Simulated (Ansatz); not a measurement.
`CC[SiH]([SiH3])Cl` + H–F → `F[SiH]([SiH3])Cl` + `CC`  (ligand exchange at the Si–C bond)

Gas-phase electronic energies from Ansatz, PBE0-D4/def2-TZVP geometries. CCSD(T)/CBS adds triple-zeta CCSD(T) − MP2 to the extrapolated MP2 energy (def2 sets, frozen cores). This one scheme is used for every species. DFT in def2-TZVPP. B3LYP here is the variant with VWN-RPA as its local correlation; programs differ in this. One conformer a species, not always the lowest.

(1) Is it downhill or uphill in electronic energy at CCSD(T)/CBS, and by how much? (Best estimate.)

(2) What do these levels give: PBE-D4, B3LYP-D4, ωB97M-V, B2PLYP, PBE, r2SCAN, HF/def2-TZVPP, MP2/def2-TZVPP, HF/def2-QZVPP, MP2/def2-QZVPP, MP2/CBS(def2), CCSD/CBS(def2)? (Best estimate.)

Largest T1 diagnostic among the species: 0.012.

Results:

(1) Ansatz gave: Downhill: ΔE = -131.5 kJ/mol.

(2) Ansatz gave: PBE-D4 -125.9, B3LYP-D4 -139.4, ωB97M-V -136.7, B2PLYP -146.3, PBE -134.5, r2SCAN -142.6, HF/def2-TZVPP -164.6, MP2/def2-TZVPP -129.6, HF/def2-QZVPP -166.8, MP2/def2-QZVPP -129.8, MP2/CBS(def2) -128.7, CCSD/CBS(def2) -135.9 kJ/mol.

In def2-TZVPP, CCSD(T) changes the Hartree–Fock value by +32.1 kJ/mol (the triples alone add +4.4 kJ/mol) and MP2 by +34.9 kJ/mol. The D4 term adds +13.6 kJ/mol with B3LYP and +7.8 kJ/mol with PBE0; it sums over pairs of atoms, weighted by their polarisabilities, and B3LYP, whose exchange is more repulsive, gets the larger term.
